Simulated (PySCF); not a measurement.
1-chlorocyclopenta-1,3-diene (C5H5Cl), SMILES ClC1=CC=CC1. Atoms are numbered in the order given.

```xyz
11

Cl    -0.0009     2.0049     0.0000
C     -0.0695     0.2864     0.0000
C     -1.1728    -0.4860     0.0000
C     -0.7373    -1.8945     0.0000
C      0.6102    -1.9545     0.0000
C      1.1729    -0.5584     0.0000
H     -2.2047    -0.1327     0.0000
H     -1.4201    -2.7470     0.0000
H      1.2226    -2.8579     0.0000
H      1.7977    -0.3520     0.8869
H      1.7977    -0.3520    -0.8869
```
Charge 0, spin multiplicity 1.

Geometry: ωB97X-D3(BJ)/def2-SVP. The values are those of a single conformer.

Two levels are set side by side: PBE/pcSseg-1 (PySCF) and PBE0/pcSseg-1 (PySCF). GIAO shifts against HCl (³⁵Cl), TMS (¹H), TMS (¹³C) at the same level; non-relativistic, no solvent, atoms listed together averaged. Without spin–orbit terms, shifts of atoms bonded to Cl or Br come out too high at both levels. Differences are taken from unrounded values.

```csv
quantity,PBE0,PBE,PBE minus PBE0
δ(³⁵Cl) of Cl1 (ppm),195.0,222.4,27.4
δ(¹³C) of C2 (ppm),151.8,150.4,-1.5
δ(¹³C) of C3 (ppm),138.6,136.1,-2.4
δ(¹³C) of C4 (ppm),143.2,141.5,-1.7
δ(¹³C) of C5 (ppm),140.3,137.4,-2.9
δ(¹³C) of C6 (ppm),51.5,53.1,1.6
δ(¹H) of H7 (ppm),6.79,6.68,-0.11
δ(¹H) of H8 (ppm),6.95,6.90,-0.05
δ(¹H) of H9 (ppm),6.73,6.61,-0.12
"δ(¹H) of H10, H11 (ppm)",3.27,3.31,0.03
```

Rough cost on one machine, each run with all the roots and properties that it gave: PBE0 against PBE within a factor of 2.
